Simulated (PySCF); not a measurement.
Ionisation energy of Tc²⁷⁺ by level of theory

Tc²⁷⁺ [Ne] 3s2 3p4 (3P) → Tc²⁸⁺ [Ne] 3s2 3p3 (4S), as a difference of total energies. All numbers are calculated (PySCF 2.14, the spin-free X2C one-electron Hamiltonian (Gaussian nucleus), in an even-tempered Gaussian basis (18 s from 3.1 bohr⁻², ratio 2.5; 12 p from 4.1 bohr⁻², ratio 2.5; 5 d from 20 bohr⁻², ratio 2.7; 4 f from 30 bohr⁻², ratio 2.7)). Correlated levels: outer shells: 1s2 frozen; virtual orbitals above 40 to 60 times the deepest correlated orbital energy dropped. The calculations carry no spin-orbit coupling.

```tsv
method	ionisation energy (eV)
UHF	1480.7
MP2 (outer shells)	1481.7
SCS-MP2 (outer shells)	1481.7
CCSD (outer shells)	1481.7
CCSD(T) (outer shells)	1481.7
```

Spin-orbit coupling is strong in these open shells (close to jj coupling). The scalar numbers leave it out and a first-order estimate fails, so it can dominate the gap to the real levels.

Breit and QED terms and the two-electron picture change are absent.

For comparison: 1479.5 ± 2 eV (semi-empirical (NIST evaluation); NIST Atomic Spectra Database, ionization energies).
